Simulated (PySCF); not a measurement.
# Basis-set dependence of population analyses: `O=CCO[SiH2]O`

Compound: C2H6O3Si.
SMILES with atom numbers: `[O:1]=[CH:2][CH2:3][O:4][SiH2:5][OH:6]` (hydrogens: H7 on C2; H8, H9 on C3; H10, H11 on Si5; H12 on O6)

PBE0 throughout (PySCF), one geometry, spherical d and f functions. Geometry: PBE0-D3(BJ)/def2-SVP, one conformer, isolated molecule. The first 7 of 10 kinds of atom are listed.

Mulliken charges (e):

```json
{"basis": "STO-3G", "functions": "40", "O1": "-0.184", "C2": "+0.091", "C3": "-0.060", "O4": "-0.387", "Si5": "+0.829", "O6": "-0.444", "H7": "+0.068"}
{"basis": "6-31G", "functions": "70", "O1": "-0.370", "C2": "+0.192", "C3": "-0.082", "O4": "-0.745", "Si5": "+1.107", "O6": "-0.795", "H7": "+0.162"}
{"basis": "pcSseg-0", "functions": "70", "O1": "-0.440", "C2": "+0.212", "C3": "-0.130", "O4": "-0.873", "Si5": "+1.191", "O6": "-0.843", "H7": "+0.228"}
{"basis": "6-31G*", "functions": "100", "O1": "-0.358", "C2": "+0.205", "C3": "-0.121", "O4": "-0.582", "Si5": "+0.827", "O6": "-0.735", "H7": "+0.152"}
{"basis": "cc-pVDZ", "functions": "118", "O1": "-0.193", "C2": "+0.105", "C3": "+0.144", "O4": "-0.429", "Si5": "+0.589", "O6": "-0.351", "H7": "+0.030"}
{"basis": "def2-SVP", "functions": "118", "O1": "-0.222", "C2": "+0.097", "C3": "+0.206", "O4": "-0.506", "Si5": "+0.720", "O6": "-0.413", "H7": "+0.042"}
{"basis": "aug-cc-pVDZ", "functions": "196", "O1": "-0.435", "C2": "+0.571", "C3": "+0.723", "O4": "-0.890", "Si5": "+0.579", "O6": "-0.694", "H7": "-0.229"}
{"basis": "6-311+G(2d,p)", "functions": "206", "O1": "-0.292", "C2": "+0.195", "C3": "-0.135", "O4": "-0.666", "Si5": "+0.976", "O6": "-0.635", "H7": "+0.118"}
{"basis": "def2-TZVP", "functions": "228", "O1": "-0.270", "C2": "+0.120", "C3": "-0.019", "O4": "-0.335", "Si5": "+0.502", "O6": "-0.553", "H7": "+0.098"}
{"basis": "cc-pVTZ", "functions": "268", "O1": "-0.247", "C2": "+0.120", "C3": "+0.038", "O4": "-0.313", "Si5": "+0.423", "O6": "-0.354", "H7": "+0.089"}
{"basis": "IGLO-III", "functions": "279", "O1": "-0.378", "C2": "+0.282", "C3": "-0.136", "O4": "-0.447", "Si5": "+1.115", "O6": "-0.635", "H7": "+0.075"}
{"basis": "pcSseg-2", "functions": "307", "O1": "-0.380", "C2": "+0.257", "C3": "+0.273", "O4": "-0.596", "Si5": "+0.956", "O6": "-0.523", "H7": "+0.029"}
```

IAO charges (e):

```csv
basis,functions,O1,C2,C3,O4,Si5,O6,H7
STO-3G,40,-0.183,+0.068,-0.166,-0.459,+0.992,-0.585,+0.102
6-31G,70,-0.342,+0.203,-0.113,-0.597,+1.011,-0.746,+0.130
pcSseg-0,70,-0.335,+0.202,-0.111,-0.593,+1.030,-0.729,+0.123
6-31G*,100,-0.359,+0.247,-0.084,-0.627,+1.149,-0.777,+0.112
cc-pVDZ,118,-0.355,+0.245,-0.084,-0.622,+1.137,-0.775,+0.110
def2-SVP,118,-0.354,+0.246,-0.081,-0.621,+1.151,-0.772,+0.108
aug-cc-pVDZ,196,-0.372,+0.252,-0.088,-0.633,+1.149,-0.800,+0.117
"6-311+G(2d,p)",206,-0.373,+0.254,-0.090,-0.641,+1.181,-0.809,+0.117
def2-TZVP,228,-0.372,+0.254,-0.087,-0.642,+1.195,-0.809,+0.116
cc-pVTZ,268,-0.370,+0.253,-0.088,-0.638,+1.181,-0.804,+0.115
IGLO-III,279,-0.373,+0.253,-0.089,-0.642,+1.191,-0.812,+0.117
pcSseg-2,307,-0.373,+0.254,-0.089,-0.642,+1.193,-0.810,+0.117
```

Hirshfeld charges (e):

| basis | functions | O1 | C2 | C3 | O4 | Si5 | O6 | H7 |
| --- | --- | --- | --- | --- | --- | --- | --- | --- |
| STO-3G | 40 | -0.131 | +0.095 | +0.056 | -0.260 | +0.533 | -0.277 | +0.014 |
| 6-31G | 70 | -0.180 | +0.143 | +0.025 | -0.271 | +0.431 | -0.339 | +0.054 |
| pcSseg-0 | 70 | -0.167 | +0.140 | +0.018 | -0.253 | +0.449 | -0.337 | +0.052 |
| 6-31G* | 100 | -0.176 | +0.145 | +0.023 | -0.237 | +0.387 | -0.315 | +0.052 |
| cc-pVDZ | 118 | -0.160 | +0.137 | +0.006 | -0.219 | +0.394 | -0.305 | +0.050 |
| def2-SVP | 118 | -0.168 | +0.144 | +0.007 | -0.222 | +0.402 | -0.311 | +0.051 |
| aug-cc-pVDZ | 196 | -0.179 | +0.136 | -0.002 | -0.237 | +0.423 | -0.319 | +0.058 |
| 6-311+G(2d,p) | 206 | -0.182 | +0.137 | +0.002 | -0.238 | +0.422 | -0.320 | +0.059 |
| def2-TZVP | 228 | -0.177 | +0.138 | +0.001 | -0.230 | +0.410 | -0.317 | +0.057 |
| cc-pVTZ | 268 | -0.173 | +0.138 | +0.001 | -0.226 | +0.407 | -0.314 | +0.056 |
| IGLO-III | 279 | -0.180 | +0.135 | -0.003 | -0.229 | +0.410 | -0.315 | +0.058 |
| pcSseg-2 | 307 | -0.179 | +0.138 | -0.002 | -0.234 | +0.420 | -0.321 | +0.059 |

ESP-fitted charges (e):

| basis | functions | O1 | C2 | C3 | O4 | Si5 | O6 | H7 |
| --- | --- | --- | --- | --- | --- | --- | --- | --- |
| STO-3G | 40 | -0.340 | +0.468 | -0.177 | -0.290 | +0.785 | -0.593 | -0.056 |
| 6-31G | 70 | -0.514 | +0.613 | -0.036 | -0.498 | +0.947 | -0.896 | -0.043 |
| pcSseg-0 | 70 | -0.507 | +0.597 | -0.073 | -0.517 | +1.089 | -0.875 | -0.024 |
| 6-31G* | 100 | -0.426 | +0.484 | -0.037 | -0.366 | +0.654 | -0.694 | -0.018 |
| cc-pVDZ | 118 | -0.408 | +0.462 | -0.035 | -0.346 | +0.612 | -0.640 | -0.016 |
| def2-SVP | 118 | -0.435 | +0.501 | -0.028 | -0.372 | +0.700 | -0.674 | -0.024 |
| aug-cc-pVDZ | 196 | -0.442 | +0.493 | -0.070 | -0.330 | +0.636 | -0.660 | -0.017 |
| 6-311+G(2d,p) | 206 | -0.450 | +0.495 | -0.086 | -0.335 | +0.650 | -0.695 | -0.011 |
| def2-TZVP | 228 | -0.441 | +0.496 | -0.097 | -0.321 | +0.645 | -0.676 | -0.014 |
| cc-pVTZ | 268 | -0.425 | +0.472 | -0.080 | -0.324 | +0.633 | -0.646 | -0.010 |
| IGLO-III | 279 | -0.436 | +0.483 | -0.076 | -0.323 | +0.618 | -0.657 | -0.011 |
| pcSseg-2 | 307 | -0.459 | +0.516 | -0.085 | -0.342 | +0.696 | -0.696 | -0.019 |

Task: Which scheme is steadiest as the basis changes?

Result: Largest range over the bases for any column: Hirshfeld 0.15 e, IAO 0.23 e, ESP-fitted 0.48 e, Mulliken 0.86 e. Hirshfeld charges move least and Mulliken charges most, counted in e. Without the minimal STO-3G basis the ranges are Hirshfeld 0.06, IAO 0.18, ESP-fitted 0.48, Mulliken 0.86 e.

Task: How much do the charges still move between the two largest bases, IGLO-III and pcSseg-2?

Result: At most, over all atoms: Mulliken 0.409 e, IAO 0.002 e, Hirshfeld 0.009 e, ESP-fitted 0.078 e.

Task: What do the same runs give for the total energy, the frontier levels and the dipole moment?

Result: 
```csv
basis,energy (Eh),HOMO (eV),LUMO (eV),μ (D)
STO-3G,-587.1027,-3.99,2.17,2.22
6-31G,-594.3940,-7.96,-1.25,4.34
pcSseg-0,-593.4895,-7.95,-1.43,4.55
6-31G*,-594.5524,-7.83,-0.91,3.82
cc-pVDZ,-594.5927,-7.82,-0.94,3.64
def2-SVP,-594.2629,-7.95,-1.08,3.81
aug-cc-pVDZ,-594.6244,-8.02,-1.28,3.76
"6-311+G(2d,p)",-594.6987,-8.08,-1.30,3.89
def2-TZVP,-594.7317,-8.03,-1.21,3.82
cc-pVTZ,-594.7180,-7.98,-1.14,3.74
IGLO-III,-594.7366,-8.06,-1.27,3.81
pcSseg-2,-594.7382,-8.08,-1.28,3.88
```

The dipole is fixed by the density alone, so its range of 2.33 D shows that the density itself changes with the basis, not only its division among atoms.
